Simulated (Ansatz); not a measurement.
Isolated molecules relaxed with PBE0-D4/def2-TZVP in Ansatz; ΔE leaves out vibrations. CCSD(T)/CBS adds triple-zeta CCSD(T) − MP2 to the extrapolated MP2 energy (def2 sets, frozen cores). This one scheme is used for every species. Functionals use def2-TZVPP. One conformer a species, not always the lowest.

`N[Si](O)(O)S` + H₂O → `N[Si](O)(O)O` + H₂S  (formal hydrolysis of the Si–S bond)

| level | ΔE (kcal/mol) | difference from CCSD(T)/CBS |
| --- | --- | --- |
| BLYP-D4 | -11.3 | 0.3 |
| r2SCAN0-D4 | -12.2 | -0.6 |
| PBE-QIDH | -11.6 | 0.0 |
| revPBE | -9.5 | 2.1 |
| CCSD(T)/def2-SVP | -13.3 | -1.7 |
| MP2/def2-TZVPP | -11.8 | -0.2 |
| CCSD/def2-TZVPP | -13.9 | -2.3 |
| CCSD(T)/def2-TZVPP | -13.0 | -1.4 |
| SCS-MP2/def2-QZVPP | -12.4 | -0.8 |
| HF/CBS(def2) | -17.1 | -5.5 |
| CCSD(T)/CBS | -11.6 | 0 |

Largest T1 diagnostic among the species: 0.011.

In def2-TZVPP, CCSD(T) changes the Hartree–Fock value by +3.9 kcal/mol (the triples alone add +0.9 kcal/mol) and MP2 by +5.2 kcal/mol. From BLYP to BHLYP (50 % exact exchange), in def2-TZVPP and without D4, ΔE moves by −2.1 kcal/mol. The D4 term adds +1.5 kcal/mol with B3LYP and +0.8 kcal/mol with PBE0; it sums over pairs of atoms, weighted by their polarisabilities, and B3LYP, whose exchange is more repulsive, gets the larger term.

CCSD(T)/CBS has its own doubt, a few kJ/mol and more with outer-core shells, so smaller differences from it don't rank the levels.

B3LYP here is the variant with VWN-RPA as its local correlation; programs differ in this.
